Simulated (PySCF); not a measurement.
C6H9OP.
SMILES with atom numbers: `[CH2:1]=[CH:2][P:3](=[O:4])([CH:5]=[CH2:6])[CH:7]=[CH2:8]` (hydrogens: H9, H10 on C1; H11 on C2; H12 on C5; H13, H14 on C6; H15 on C7; H16, H17 on C8)

Computed with PySCF at wB97X-D/pcSseg-2, non-relativistic, on one gas-phase PBE0-D3(BJ)/def2-TZVP geometry that isn't relaxed in the solvent. The solvent is an IEF-PCM continuum (van der Waals radii × 1.2). The model holds no explicit solvent molecules, cavitation or dispersion.

Gas phase at wB97X-D/pcSseg-2: HOMO -9.77 eV, LUMO 0.80 eV, dipole 3.55 D.

Task: What does the continuum do to the energy, the frontier levels and the dipole at wB97X-D/pcSseg-2 in chloroform?

Result: 
```tsv
solvent	ε	E(solvent) − E(gas) (kcal/mol)	polarisation term (kcal/mol)	distortion of the solute (kcal/mol)	HOMO (eV)	LUMO (eV)	dipole (D)
chloroform	4.711	-6.58	-7.59	1.01	-9.78	0.85	4.61
```

The first energy column is the sum of the next two and covers electrostatics alone.

Task: Which radius a makes the point-dipole formula ΔE = −[(ε − 1)/(2ε + 1)]·μ²/a³ give the value in chloroform, with the gas-phase dipole?

Result: μ = 1.396 au and |ΔE| = 0.01049 Eh give a = 2.14 Å; the farthest nucleus lies 3.72 Å from the centroid of the nuclei, so such a sphere wouldn't even hold the nuclei. The formula assumes a rigid point dipole at the centre of a sphere.

Conformer computed: `[CH2:1]=[CH:2][P:3](=[O:4])([CH:5]=[CH2:6])[CH:7]=[CH2:8]`: C1–C2–P3–O4 0°, C2–P3–C5–C6 125°, C2–P3–C7–C8 -126°.

The pairwise dispersion term of wB97X-D wasn't added to the energies; at a given geometry it leaves orbitals and properties as they are.
